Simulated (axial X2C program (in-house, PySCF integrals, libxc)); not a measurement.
# Bond lengths and stretching modes, held linear, of TeNC⁺

Calculated with an axial X2C code built on PySCF integrals: two-component X2C with atomic mean-field Coulomb and Gaunt terms, Gaussian nuclei, basis Te dyall-v3z, N dyall-av3z, C dyall-v3z with contracted cores. Spin-free rows use the one-electron spin-free X2C Hamiltonian.

Masses Te 129.906, N 14.003, C 12.000 u. States: 2c Ω = 1 (beyond evenly filled blocks: ω = -1/2, ω = 3/2); spin-free M_S = 1, Λ = 0 (beyond evenly filled blocks: π+α, π-α).

HF, 2c: energies above the lowest point

| r(Te–N) (Å) | r(N–C) (Å) | E (meV) |
| --- | --- | --- |
| 1.8700 | 1.1690 | 12.32 |
| 1.8700 | 1.1990 | 41.53 |
| 1.8700 | 1.2290 | 153.31 |
| 1.9180 | 1.1690 | 0.00 |
| 1.9180 | 1.1990 | 33.71 |
| 1.9180 | 1.2290 | 150.02 |
| 1.9180 | 1.2590 | 333.78 |
| 1.9659 | 1.1690 | 54.40 |
| 1.9659 | 1.1990 | 92.15 |
| 1.9659 | 1.2290 | 212.49 |
| 2.0139 | 1.1990 | 203.07 |
| 2.0139 | 1.2590 | 518.40 |

Problem. Fit a quadratic surface with cubic terms in each bond: where is the minimum, and what are the two stretching wavenumbers?

Solution. At HF, 2c: bonds 1.901 and 1.173 Å; harmonic stretches 609.7 and 2152.4 cm⁻¹; force constants 4.95, 16.9 and coupling 0.45 mdyn/Å.

The other levels and Hamiltonians give:

```json
{"Hamiltonian": "2c", "level": "PBE0", "r(Te–N) (Å)": "1.918", "r(N–C) (Å)": "1.197", "lower stretch (cm⁻¹)": "560.0", "upper stretch (cm⁻¹)": "1989.6"}
{"Hamiltonian": "2c", "level": "r2SCAN", "r(Te–N) (Å)": "1.930", "r(N–C) (Å)": "1.202", "lower stretch (cm⁻¹)": "536.4", "upper stretch (cm⁻¹)": "1940.5"}
{"Hamiltonian": "2c", "level": "MP2", "r(Te–N) (Å)": "1.926", "r(N–C) (Å)": "1.205", "lower stretch (cm⁻¹)": "557.1", "upper stretch (cm⁻¹)": "1985.8"}
{"Hamiltonian": "spin-free", "level": "PBE0", "r(Te–N) (Å)": "1.916", "r(N–C) (Å)": "1.197", "lower stretch (cm⁻¹)": "565.0", "upper stretch (cm⁻¹)": "1992.6"}
{"Hamiltonian": "spin-free", "level": "HF", "r(Te–N) (Å)": "1.900", "r(N–C) (Å)": "1.173", "lower stretch (cm⁻¹)": "612.3", "upper stretch (cm⁻¹)": "2153.5"}
{"Hamiltonian": "spin-free", "level": "r2SCAN", "r(Te–N) (Å)": "1.927", "r(N–C) (Å)": "1.202", "lower stretch (cm⁻¹)": "541.9", "upper stretch (cm⁻¹)": "1944.9"}
{"Hamiltonian": "spin-free", "level": "MP2", "r(Te–N) (Å)": "1.925", "r(N–C) (Å)": "1.204", "lower stretch (cm⁻¹)": "560.2", "upper stretch (cm⁻¹)": "1984.7"}
```

Each state is one determinant, the lowest of a limited PBE0 search; the stretches come from a fit to these few points and carry an uncertainty of a few per cent. Other orders of the atoms were not compared. MP2 freezes inner shells (threshold -2 hartree). The molecule was held linear; bending was not examined, so a bent shape may lie lower. Open-shell Ω = 0 determinants with evenly filled partner blocks cannot be reached by this program, so the Ω shown need not be the lowest component. Note: several unpaired electrons, one determinant need not be a pure state.
